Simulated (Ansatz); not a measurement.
Ga5P4H16⁻, a cluster cut from zinc blende GaP (hydrogen-capped), relaxed as a singlet with RKS PBE-D4/def2-SVP in Ansatz, starting from the GFN2-xTB geometry. Force threshold 0.03 eV/Å.

Start:

Cartesian coordinates in Å:
```
Ga -0.308 -0.656 -2.941
Ga -2.901 0.812 -0.219
Ga -0.459 -2.223 0.757
Ga 3.008 -0.318 0.050
Ga 0.412 1.148 2.764
P -1.598 -1.016 -0.981
P 1.830 0.062 -2.041
P -1.423 1.904 1.368
P 1.239 -0.731 1.575
H -0.813 0.569 -3.764
H -0.090 -1.996 -3.705
H -3.130 1.883 -1.328
H -4.152 0.304 0.556
H 0.241 -3.454 0.112
H -1.471 -2.485 1.911
H 3.897 -1.584 -0.117
H 3.733 1.033 0.335
H -0.172 0.707 4.137
H 1.420 2.336 2.765
H -2.553 -1.937 -1.388
H 2.759 0.019 -3.068
H 1.706 1.444 -2.058
H -2.184 2.786 2.117
H -0.828 2.894 0.599
H 1.838 -1.498 2.562
```

**Question.** Estimate the energy that the relaxation releases and the steps that it takes.

**Answer.** 0.39 eV, in 12 steps; 69 s on 2 threads of AMD EPYC 7R13 on a shared host and a share (18 GiB) of an NVIDIA H100 80GB HBM3. The force fell under the threshold at step 4, but the optimiser went on and released 0.070 eV more. No frequencies were taken in this run, so the end may be a saddle point.

**Question.** Does the start keep its bonding and symmetry?

**Answer.** By distances, no bond broke or formed. The bond that changes most is P8–H23, from 1.38 to 1.43 Å (atoms count from 1). Point group C2v at the start, C2v at the end, both within 0.05 Å.

**Question.** Predict the relaxed structure.

**Answer.** 
```xyz
25

Ga   -0.2696   -0.6868   -2.8701
Ga   -2.8539    0.7730   -0.1639
Ga   -0.4971   -2.4068    0.8221
Ga    2.9402   -0.3614    0.0193
Ga    0.3570    1.0950    2.7292
P    -1.5708   -1.1033   -0.9072
P     1.6097    0.4749   -1.8426
P    -1.1008    2.0019    1.0000
P     1.1746   -0.8267    1.5640
H    -0.9747    0.3474   -3.8522
H     0.3579   -2.0294   -3.4436
H    -3.3389    1.6883   -1.3714
H    -3.8744    0.3576    0.9812
H     0.2360   -3.6463    0.1461
H    -1.5364   -2.6425    2.0033
H     3.5952   -1.7009   -0.5300
H     3.8655    0.8382    0.5051
H    -0.6300    0.6812    3.9037
H     1.4973    2.1738    2.9879
H    -2.5916   -1.9781   -1.4099
H     2.5200    0.8237   -2.8931
H     1.1969    1.8112   -1.5341
H    -1.6985    3.1912    1.5312
H    -0.2838    2.6536    0.0206
H     1.8704   -1.5290    2.6045
```
Bond lengths (bridged metal pairs left out): 10 × Ga–P 2.39 to 2.44 Å; 10 × Ga–H 1.59 Å; 6 × H–P 1.43 to 1.44 Å.
